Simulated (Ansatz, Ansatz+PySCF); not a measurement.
```xyz
2

P     0.0000    0.0000   -1.8910
P     0.0000    0.0000    1.8910
```

Basis set: cc-pVDZ (spherical functions). Charge 0, multiplicity 1.

Computed with Ansatz (development build ahead of 0.2.0); each method stands on the lowest determinant of its kind that the runs found. Restricted functionals stand beside restricted open-shell atoms, which can lie above the unrestricted atoms usual in DFT and then raise those values.

Q: Give the atomization energy at this shape (free ground-state atoms in the same class of orbitals less the molecule, no zero-point energy) of singlet P₂ by ωB97X (unrestricted), r²SCAN (unrestricted), r²SCAN (restricted), ωB97X (restricted), PBE0 (unrestricted), PBE (unrestricted), PBE (restricted), PBE0 (restricted), UHF.

A:

```csv
method,atomization energy
ωB97X (unrestricted),0.19 eV
r²SCAN (unrestricted),0.15 eV
r²SCAN (restricted),-3.36 eV
ωB97X (restricted),-4.38 eV
PBE0 (unrestricted),0.14 eV
PBE (unrestricted),0.21 eV
PBE (restricted),-2.27 eV
PBE0 (restricted),-4.20 eV
UHF,0.01 eV
```

Caution: the shape is not the minimum. Caution for ωB97X (unrestricted), ωB97X (restricted), PBE0 (unrestricted), UHF: the determinant breaks the point group. Caution for ωB97X (unrestricted), PBE0 (unrestricted), UHF: the unrestricted determinant is a mixture of spin states. Caution for r²SCAN (unrestricted), PBE (unrestricted): the unrestricted determinant is spin contaminated. Caution for r²SCAN (restricted), ωB97X (restricted), PBE (restricted), PBE0 (restricted): an unrestricted determinant lies well below; the molecule lies well above its atoms at this level.
